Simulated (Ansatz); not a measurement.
`C#[C][Al]([CH3])[CH3]` + `C#N` → `[CH3][Al]([CH3])[C]#N` + `C#C`  (formal exchange of groups at the Al–C bond)

Gas-phase electronic energies from Ansatz, PBE0-D4/def2-TZVP geometries. CCSD(T)/CBS is the MP2 limit (def2-TZVPP, def2-QZVPP) plus CCSD(T) − MP2 in def2-TZVPP, frozen cores. This one scheme is used for every species. DFT in def2-TZVPP. B3LYP here is the variant with VWN-RPA as its local correlation; programs differ in this.

**Question.** Is it downhill or uphill in electronic energy at CCSD(T)/CBS, and by how much? (Estimate.)

**Answer.** The calculation gave: Downhill: ΔE = -0.16 eV.

**Question.** What do these levels give: r2SCAN-D4, B3LYP-D4, BHLYP-D4, r2SCAN, RPA@PBE/def2-TZVPP, MP2/def2-TZVPP? (Estimate.)

**Answer.** The calculation gave: r2SCAN-D4 -0.14, B3LYP-D4 -0.16, BHLYP-D4 -0.17, r2SCAN -0.15, RPA@PBE/def2-TZVPP -0.14, MP2/def2-TZVPP -0.14 eV.

Largest T1 diagnostic among the species: 0.014.

In def2-TZVPP, CCSD(T) changes the Hartree–Fock value by +0.06 eV (the triples alone add +0.01 eV) and MP2 by +0.06 eV. Leaving LDA and LC-ωPBE aside and taking each functional with its dispersion term where it has one, the values, not all of them listed here, spread over 0.06 eV, from CAM-B3LYP-D4 to revPBE-D4.
